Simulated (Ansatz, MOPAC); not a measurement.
System: HSF₂, charge 1, multiplicity 1. SMILES: F[SH+]F
Geometry from a B3LYP-D3(BJ)/def2-TZVP (Ansatz, a first-principles code) optimisation:
```xyz
4

F     -1.1826    -0.4559     0.1935
S     -0.0085     0.4211    -0.2493
F      1.1977    -0.4304     0.1552
H      0.0004     1.2393     0.8511
```
Charge +1, spin multiplicity 1.

Wanted: vertical ionisation energy to the doublet, in eV. Conventions: each state is the SCF solution reached for its charge and spin; no spin-orbit coupling; non-relativistic; 6-31G* and kin with 6d, 5d where marked; dispersion terms only where a functional's name holds one; open shells spin-unrestricted; frozen cores in correlated levels. Basis-set limits of correlation are two-point, X^-3; Hartree-Fock from the larger set. The bracket is a focal-point correction in the basis named. First-principles rows: single points at B3LYP-D3(BJ) geometries (Ansatz). Semi-empirical rows: differences of heats of formation at the shared geometry for vertical values.

```json
[
 {"species": "charge 2, doublet", "coefficient": "+1", "E at HF/6-31G* (Ansatz), Eh": "-595.79844", "E at wB97X-V/def2-TZVPD (Ansatz), Eh": "-597.29560", "heat of formation at PM6 (MOPAC), kcal/mol": "498.76"},
 {"species": "charge 1, singlet", "coefficient": "-1", "E at HF/6-31G* (Ansatz), Eh": "-596.56522", "E at wB97X-V/def2-TZVPD (Ansatz), Eh": "-598.06728", "heat of formation at PM6 (MOPAC), kcal/mol": "115.42"}
]
```

Coupled cluster (Ansatz) is a level with limits of its own, used here on species with T1 under 0.025 (0.045 for open shells) and stable references: RI-MP2/CBS(aug-cc-pV(T+d)Z,aug-cc-pV(Q+d)Z)+[CCSD(T)-MP2]/aug-cc-pV(T+d)Z. Value to compare with, RI-MP2/CBS(aug-cc-pV(T+d)Z,aug-cc-pV(Q+d)Z)+[CCSD(T)-MP2]/aug-cc-pV(T+d)Z (Ansatz): 21.24 eV. 1 Eh = 27.2114 eV and 1 eV = 23.0605 kcal/mol.

Question: Work the quantity out at each level, and compare with RI-MP2/CBS(aug-cc-pV(T+d)Z,aug-cc-pV(Q+d)Z)+[CCSD(T)-MP2]/aug-cc-pV(T+d)Z (Ansatz).

Answer: 
- HF/6-31G*: the sum of coefficient times E is 0.76678 Eh, or 20.865 eV. Result: 20.87 eV. Its difference against RI-MP2/CBS(aug-cc-pV(T+d)Z,aug-cc-pV(Q+d)Z)+[CCSD(T)-MP2]/aug-cc-pV(T+d)Z (Ansatz) is -0.37 eV.
- wB97X-V/def2-TZVPD: the sum of coefficient times E is 0.77168 Eh, or 20.998 eV. Result: 21.00 eV. Its difference against RI-MP2/CBS(aug-cc-pV(T+d)Z,aug-cc-pV(Q+d)Z)+[CCSD(T)-MP2]/aug-cc-pV(T+d)Z (Ansatz) is -0.24 eV.
- PM6: the sum of coefficient times heat of formation is 383.34 kcal/mol, or 16.62 eV. Its difference against RI-MP2/CBS(aug-cc-pV(T+d)Z,aug-cc-pV(Q+d)Z)+[CCSD(T)-MP2]/aug-cc-pV(T+d)Z (Ansatz) is -4.62 eV.
